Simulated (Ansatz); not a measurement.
Species: B2H4 (charge -1, doublet). It need not be the lowest isomer of its formula. 
Coordinates optimised at B3LYP-D3(BJ)/def2-TZVP (Ansatz, an electronic-structure program):
SMILES: B[BH2-]
```xyz
6

B      0.0001     0.0136     0.8205
B     -0.0001    -0.0136    -0.8205
H      1.0156     0.0327     1.4961
H     -1.0154     0.0168     1.4965
H      1.0154    -0.0168    -1.4965
H     -1.0156    -0.0327    -1.4961
```
Charge -1, spin multiplicity 2.

Basis-set convergence of Hartree-Fock and MP2 correlation energies (hartree) with Ansatz. Valence correlation only, unless marked. UHF or UKS for open shells. Spin-orbit coupling is left out. No relativistic terms.

```
basis        functions       E(HF)  E(corr, MP2)
-----------  ---------  ----------  ------------
aug-cc-pVDZ         82   -51.64130      -0.19637
aug-cc-pVTZ        184  (withheld)    (withheld)
```

Problem. Fill in the missing entries.

Solution. 
- aug-cc-pVTZ, E(HF): -51.65524
- aug-cc-pVTZ, E(corr, MP2): -0.23400
